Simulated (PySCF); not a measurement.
Compound: C2H7BFP.
Z-matrix (Å and degrees, PBE0-D3(BJ)/def2-SVP geometry), rows numbered from 1:
```
C 
C   1  1.3369
B   2  1.5867  1  129.14
F   3  1.3817  2  116.73  1  -113.05
P   3  2.0853  2  108.31  1     5.79
H   1  1.0990  2  122.32  3     2.21
H   1  1.0953  2  122.82  3  -178.19
H   2  1.1014  1  116.44  3   178.66
H   3  1.2342  2  115.23  1   109.61
H   5  1.4154  3  115.14  2    69.58
H   5  1.4205  3  126.63  2   -56.46
H   5  1.4152  3  111.64  2  -177.30
```

Method: PBE0-D3(BJ)/def2-SVP geometry optimisation, gas phase (PySCF 2.14.0).

Masses are those of the commonest isotopes; rigid-rotor values at the optimised geometry. The values belong to one conformer with, in the numbering `[CH2:1]=[CH:2][B@@H-:3]([F:4])[PH3+:5]`, C1–C2–B3–F4 -113°.

Question: What are A, B and C (MHz)?

Answer: Ia = 123.27, Ib = 164.29, Ic = 264.21 u·Å²; 505379 MHz·u·Å²/I gives A = 4100, B = 3076, C = 1913 MHz.

Question: What kind of rotor is it?

Answer: An asymmetric top: κ = (2 × 3076 − 4100 − 1913)/(4100 − 1913) = 0.06.

Question: What does the inertial defect say?

Answer: Not planar: Δ = Ic − Ia − Ib = -23.35 u·Å². For a rigid frame Δ = −2 Σ m c², so Σ m c² = 11.67 u·Å² lies off the ab plane: 5.93 from hydrogen and 5.75 from heavier atoms. The atom farthest from that plane is 1.64 Å away.

Question: Give the coordinates in the principal-axis frame, origin at the centre of mass.

Answer: The sense of each axis is arbitrary; atoms in the order of the calculation.
```csv
atom,mass (u),a (Å),b (Å),c (Å)
C1,12.000,-1.885,-1.154,0.258
C2,12.000,-1.569,0.043,-0.244
B3,11.009,-0.137,0.692,-0.462
F4,18.998,0.171,1.792,0.315
P5,30.974,1.307,-0.740,0.000
H6,1.008,-1.125,-1.854,0.632
H7,1.008,-2.918,-1.512,0.336
H8,1.008,-2.409,0.673,-0.577
H9,1.008,0.218,0.799,-1.639
H10,1.008,1.397,-1.819,-0.911
H11,1.008,1.444,-1.441,1.228
H12,1.008,2.617,-0.215,-0.112
```

Question: List the rotational levels J(Ka,Kc) to J = 2 (K).

Answer: Above 0(0,0), as E/k:
J = 1: 1(0,1) 0.239, 1(1,1) 0.289, 1(1,0) 0.344
J = 2: 2(0,2) 0.690, 2(1,2) 0.712, 2(1,1) 0.879, 2(2,1) 1.026, 2(2,0) 1.054
The levels of one J sum to (2J + 1)J(J + 1)(A + B + C)/3.

Question: Which lines would a microwave search look for?

Answer: The dipole components are |μa| = 2.56 D, |μb| = 3.34 D, |μc| = 0.24 D. The squared components, which scale the intensities, stand as 0.59 : 1.00 : 0.01 (a : b : c). Some lines, for components of 0.1 D or more:

```tsv
type	branch	J(Ka,Kc)	MHz	lower level (cm⁻¹)
c	Q	4(2,3) ← 4(1,3)	808	1.835
a	Q	4(3,1) ← 4(3,2)	1208	2.182
b	Q	2(2,0) ← 2(1,1)	3651	0.611
a	Q	4(2,2) ← 4(2,3)	5261	1.862
b	Q	4(2,2) ← 4(1,3)	6070	1.835
b	Q	3(1,2) ← 3(0,3)	6903	0.921
c	Q	5(4,2) ← 5(3,2)	7685	3.155
b	Q	5(4,1) ← 5(3,2)	8173	3.155
a	R	2(1,2) ← 1(1,1)	8814	0.201
a	Q	5(2,3) ← 5(2,4)	9040	2.652
b	R	2(1,2) ← 1(0,1)	9838	0.166
a	R	2(1,1) ← 1(1,0)	11141	0.239
b	Q	5(5,0) ← 5(4,1)	12844	3.427
b	Q	5(5,1) ← 5(4,2)	13316	3.411
c	R	2(2,0) ← 1(1,0)	14792	0.239
a	R	3(1,2) ← 2(1,1)	16197	0.611
a	R	3(2,1) ← 2(2,0)	16708	0.733
b	R	3(2,2) ← 2(1,1)	18038	0.611
c	R	3(3,1) ← 2(2,1)	23299	0.713
b	R	5(1,4) ← 4(2,3)	23417	1.862
b	R	4(3,2) ← 3(2,1)	26741	1.290
c	R	4(1,3) ← 3(0,3)	27411	0.921
c	R	4(4,0) ← 3(3,0)	31221	1.498
c	R	4(4,1) ← 3(3,1)	31368	1.491
c	R	5(4,1) ← 4(3,1)	36122	2.222
b	R	5(3,2) ← 4(2,3)	38744	1.862
c	R	5(5,1) ← 4(4,1)	39520	2.537
b	R	5(5,0) ← 4(4,1)	39536	2.537
```

Not checked by PBE0-D3(BJ)/def2-SVP frequencies. No vibrational averaging or centrifugal distortion is included, and the geometry carries the error of its method. A rigid rotor knows nothing of internal rotation, which can split or shift real lines. Quadrupole hyperfine structure (11B) is left out.

The run took 85 s wall on one thread of an Arm Neoverse N1, on a shared host, and the process peaked at 0.46 GiB of memory. That covers the optimisation of the geometry.
